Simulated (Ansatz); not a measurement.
Saddle point of CH$_{8}$SeSi, singlet (CH₆Si ([CH3][SiH3]) + H₂Se → SiH₄Se ([SiH3][SeH]) + CH₄; bonds formed: Si1–Se7, C2–H6; bonds broken: Si1–C2, H6–Se7), PBE0-D4/def2-TZVP structure:

Si1  (-0.819, 0.708, -0.201)
C2  (0.036, -1.054, 0.682)
H3  (-0.915, 0.729, -1.674)
H4  (-2.113, 0.059, 0.211)
H5  (-0.774, 1.925, 0.636)
H6  (0.724, -0.077, 0.208)
Se7  (1.806, 1.356, -0.596)
H8  (-0.462, -0.945, 1.644)
H9  (1.036, -1.471, 0.852)
H10  (-0.500, -1.726, 0.013)
H11  (1.981, 0.495, -1.775)
(Å)

Energies are electronic, without zero-point energy. Barriers and step energies count from the start structure reached by relaxing down the imaginary mode; all methods use the PBE0-D4 structures, on which another method's saddle can fall below an end. Program: Ansatz 0.2.0. Basis: def2-TZVPP, with def2-QZVPP for the basis limit. Cores are frozen in the correlated methods. Filled d shells of the heavier atoms are correlated. The def2 sets are not built for correlating such inner shells, so the correlated values are less sure here. B3LYP uses VWN-RPA correlation. Extrapolation: Hartree–Fock as exp(−7.88 √X), correlation as X^−2.97.

```json
{"method": "SPW92", "barrier (eV)": "?", "step energy (eV)": "-0.579"}
{"method": "PBE-D4", "barrier (eV)": "1.939", "step energy (eV)": "-0.658"}
{"method": "BLYP-D4", "barrier (eV)": "2.177", "step energy (eV)": "-0.639"}
{"method": "r2SCAN-D4", "barrier (eV)": "2.084", "step energy (eV)": "-0.673"}
{"method": "B97M-V", "barrier (eV)": "?", "step energy (eV)": "-0.617"}
{"method": "PBE0-D4", "barrier (eV)": "2.110", "step energy (eV)": "-0.667"}
{"method": "B3LYP-D4", "barrier (eV)": "2.304", "step energy (eV)": "-0.649"}
{"method": "r2SCAN0-D4", "barrier (eV)": "2.192", "step energy (eV)": "-0.678"}
{"method": "BHLYP-D4", "barrier (eV)": "2.505", "step energy (eV)": "-0.667"}
{"method": "CAM-B3LYP-D4", "barrier (eV)": "2.439", "step energy (eV)": "-0.613"}
{"method": "wB97X-V", "barrier (eV)": "2.410", "step energy (eV)": "-0.632"}
{"method": "wB97M-V", "barrier (eV)": "2.338", "step energy (eV)": "-0.625"}
{"method": "B2PLYP", "barrier (eV)": "2.387", "step energy (eV)": "-0.663"}
{"method": "PBE-QIDH", "barrier (eV)": "2.258", "step energy (eV)": "-0.677"}
{"method": "RPA on PBE", "barrier (eV)": "2.458", "step energy (eV)": "-0.602"}
{"method": "HF", "barrier (eV)": "3.067", "step energy (eV)": "-0.693"}
{"method": "MP2", "barrier (eV)": "?", "step energy (eV)": "-0.672"}
{"method": "CCSD", "barrier (eV)": "2.543", "step energy (eV)": "-0.627"}
{"method": "CCSD(T)", "barrier (eV)": "2.420", "step energy (eV)": "-0.628"}
```

(1) Fill in the withheld barriers. (To be estimated.)

The T1 diagnostic stays at or below 0.011.

Results:

(1) The calculation gives: MP2 2.299; SPW92 1.681; B97M-V 2.355 eV. Each is the energy of the saddle less that of the start structure, by the same method.

For comparison, the barrier by CCSD(T) at an estimated basis limit (MP2 extrapolated from triple and quadruple zeta, plus CCSD(T) − MP2 in triple zeta) is 2.339 eV.

Labels in which every atom is bracketed show which atoms are joined, not bond orders.

For scale, one of the runs: CCSD(T)/def2-TZVPP, 233 basis functions, launched by `ansatz run in.yaml --threads 4 --pin off --events-out ev --progress --plain --max-ram 9574MiB`. Time: 2 min of wall clock on 4 CPU threads of an Arm Neoverse V1; the host was shared. Peak host memory: 4 GiB.
